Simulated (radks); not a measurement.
Dynamic dipole polarisability and lines of the nickel ion Ni10+, [Ar]. Calculated with a radial shooting solver on a logarithmic mesh with Libxc functionals: non-relativistic Kohn-Sham, LB94 model potential, spin-unpolarised, spherical densities, point nucleus. Time-dependent linear response with the Hartree and adiabatic LDA kernel, continuum included through the Sternheimer equations. Lines are the poles of the dipole polarisability below minus the highest occupied eigenvalue, found on a grid refined at the orbital gaps; the lowest seven at most are given, and weak or close lines can be missed. The first line takes the name of the lowest orbital gap if no other gap lies below it; otherwise a line is named after a gap within 0.6 % of it, if that gap stands alone.

| photon energy (eV) | alpha (bohr^3) |
|---|---|
| 0 | 0.3347 |
| 5.207 | 0.3358 |
| 26.034 | 0.3675 |
| 46.861 | 0.4788 |
| 67.688 | 1.007 |
| 88.515 | -1.244 |
| 109.34 | -0.2441 |
| 130.17 | -0.06617 |
| 151.00 | 0.1673 |
| 171.82 | 0.04402 |
| 192.65 | -0.5400 |
| 213.48 | -0.1393 |
| 234.30 | 0.03899 |
| 255.13 | -0.005405 |
| 275.96 | -0.04504 |
| 296.79 | -0.008587 |

Lines (eV, oscillator strength): 80.491 (15.40 nm, 3p-3d), f = 2.41; 155.00 (7.999 nm, 3p-4s), f = 0.297; 189.49 (6.543 nm, 3p-4d), f = 0.902; 206.96 (5.991 nm, 3s-4p), f = 0.311; 224.15 (5.531 nm, 3p-5s), f = 0.0762; 239.82 (5.170 nm, 3p-5d), f = 0.369; 256.55 (4.833 nm, 3p-6s), f = 0.0283. Higher lines, where found, are left out when the end of the mesh affects them. Those listed give 94 % of the static polarisability (sum of f/w^2). Orbital energy gaps for comparison: 3p-3d 61.264 eV; 3p-4s 154.46 eV; 3p-4d 188.94 eV; 3s-4p 206.43 eV; 3p-5s 223.98 eV.
